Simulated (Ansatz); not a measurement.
System: P$_{2}$O$_{2}$, charge 0, multiplicity 1. 
Coordinates optimised at B3LYP-D3(BJ)/def2-TZVP (Ansatz, a quantum-chemistry and plane-wave program):
```
O
P 1 1.6600
P 1 1.6600 2 96.45
O 3 1.6600 1 83.55 2 0.00
```
Charge 0, spin multiplicity 1.

Basis-set convergence of Hartree-Fock and CCSD correlation energies (hartree) with Ansatz. Cores are frozen in the correlated levels unless marked. Spin-orbit coupling is left out. No relativistic terms.

The Hartree-Fock reference is unstable (checked in the largest basis), which strains HF and MP2. 

| basis | functions | E(HF) | E(corr, CCSD) |
|---|---|---|---|
| cc-pV(D+d)Z | 74 | -831.16852 | -0.62583 |
| cc-pV(T+d)Z | 138 | -831.26771 | -0.77498 |
| cc-pV(Q+d)Z | 238 | -831.28779 | -0.82549 |

Extrapolating the two largest sets (X = 3 and 4) as X^-3: E(corr) = (64·(-0.82549) - 27·(-0.77498))/37 = -0.8623 Eh, an estimate of the basis-set limit. The largest set recovers 95.7 % of it, the smallest 72.6 %.
